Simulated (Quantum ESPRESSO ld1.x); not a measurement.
Q: Sn XXXVII, configuration [Ne] 3s2 3p2 (the NIST ground configuration). Method: Dirac Kohn-Sham, LDA (Slater exchange, Perdew-Zunger correlation), spin-unpolarised, spherical densities, point nucleus; open shells fill j = l - 1/2 first; computed with ld1.x of Quantum ESPRESSO 7.5. Some entries of the table are withheld. Estimate them.

| orbital | occ. | eigenvalue (Ry) | r(max) (bohr) | <1/r> (bohr^-1) |
|---|---|---|---|---|
| 1s1/2 | 2 | -2283.64 | 0.019 | 53.05 |
| 2s1/2 | 2 | -469.306 | 0.106 | 12.48 |
| 2p1/2 | 2 | (1) | (2) | (3) |
| 2p3/2 | 4 | (4) | (5) | (6) |
| 3s1/2 | 2 | -183.611 | (7) | 5.020 |
| 3p1/2 | 2 | -176.828 | 0.269 | 4.961 |
| 3p3/2 | 0 | -172.495 | 0.278 | 4.743 |
| 3d3/2 | 0 | -162.706 | 0.217 | 4.613 |
| 3d5/2 | 0 | -161.680 | 0.219 | 4.556 |
| 4s1/2 | 0 | -96.5507 | (8) | 2.669 |

A: 
(1) 2p1/2 eigenvalue (Ry): -450.184
(2) 2p1/2 r(max) (bohr): 0.082
(3) 2p1/2 <1/r> (bohr^-1): 12.44
(4) 2p3/2 eigenvalue (Ry): -432.760
(5) 2p3/2 r(max) (bohr): 0.086
(6) 2p3/2 <1/r> (bohr^-1): 11.59
(7) 3s1/2 r(max) (bohr): 0.285
(8) 4s1/2 r(max) (bohr): 0.567
